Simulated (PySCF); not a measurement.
**Relaxation of singlet [TaF4]+**

These are results of PBE0/[Ta def2-SVP with ECP60, F def2-SVP], scalar-relativistic core potentials, density fitting, no spin–orbit coupling, PySCF, not measurements. A (50,194) grid was used.

A hand-made see-saw start, of C2v symmetry, held to at least that symmetry:

Coordinates in bohr (charge 1 multiplicity 1):
```
Ta    0.0000    0.0000   -0.4042
F     0.0000    3.8743   -0.0652
F     0.0000   -3.8743   -0.0652
F     3.0646    0.0000    1.9901
F    -3.0646    0.0000    1.9901
```

Task: What does it relax to?

Result: It ends at Td with Ta–F 1.811 Å (×4); F–Ta–F 109.5° (×6) (after a last refinement on a finer grid). A frequency run shows a minimum. Other isomers or separated fragments may lie lower.

Task: How much energy is released, and in how many steps?

Result: 520.0 kJ/mol in 10 steps.

No spin–orbit coupling is included, which matters more the heavier the element.

The relaxation took of the order of 50 core-seconds on a shared host.
